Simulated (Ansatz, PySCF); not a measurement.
C₂H₇NSi₂, SMILES [Si@H]1(N=C[SiH2]1)C. Atoms are numbered in the order given.

```xyz
12

C      2.2119     0.8384    -0.0516
Si     0.7618    -0.2897    -0.4363
N     -0.5941     0.5778    -1.2740
C     -1.5866     0.4506    -0.4610
Si    -1.0162    -0.5597     1.0873
H      2.6770     1.1901    -0.9871
H      1.8830     1.7171     0.5239
H      2.9783     0.3045     0.5332
H      1.2247    -1.4657    -1.2307
H     -2.5707     0.8955    -0.7131
H     -1.7074    -1.8694     1.3005
H     -1.0490     0.1875     2.3841
```
Charge 0, spin multiplicity 1.

Coordinates come from a B3LYP-D3(BJ)/def2-SVP optimisation. The structure was generated by enumeration; whether it is a known compound was not checked.

Two levels are set side by side: PBE-D3(BJ)/def2-SVP (Ansatz, a program for electronic structure) and B3LYP-D3(BJ)/def2-SVP (Ansatz). Each level has its own optimised geometry; the coordinates shown are those of the second. Frequencies come from the Hessian of PySCF at each geometry. Differences are taken from unrounded values.

| quantity | B3LYP-D3(BJ) | PBE-D3(BJ) | PBE-D3(BJ) minus B3LYP-D3(BJ) |
|---|---|---|---|
| mean bond length (Å) | 1.514 | 1.524 | 0.009 |
| bond C1–Si2 (Å) | 1.877 | 1.883 | 0.006 |
| bond Si2–N3 (Å) | 1.814 | 1.828 | 0.013 |
| bond Si2–Si5 (Å) | 2.357 | 2.361 | 0.004 |
| bond N3–C4 (Å) | 1.289 | 1.299 | 0.009 |
| bond C4–Si5 (Å) | 1.935 | 1.941 | 0.007 |
| bond C1–H6 (Å) | 1.102 | 1.109 | 0.007 |
| bond C1–H7 (Å) | 1.101 | 1.108 | 0.007 |
| bond C1–H8 (Å) | 1.102 | 1.109 | 0.007 |
| bond Si2–H9 (Å) | 1.493 | 1.507 | 0.014 |
| bond C4–H10 (Å) | 1.109 | 1.118 | 0.009 |
| bond Si5–H11 (Å) | 1.496 | 1.511 | 0.014 |
| bond Si5–H12 (Å) | 1.497 | 1.511 | 0.014 |
| highest harmonic wavenumber (cm⁻¹) | 3131 | 3087 | -45 |
| mean harmonic wavenumber (cm⁻¹) | 1207 | 1170 | -37 |
| zero-point energy (kcal/mol) | 51.76 | 50.16 | -1.60 |

Exact exchange shortens and stiffens bonds; PBE has none. Differences between two approximate levels are no errors against the true value.
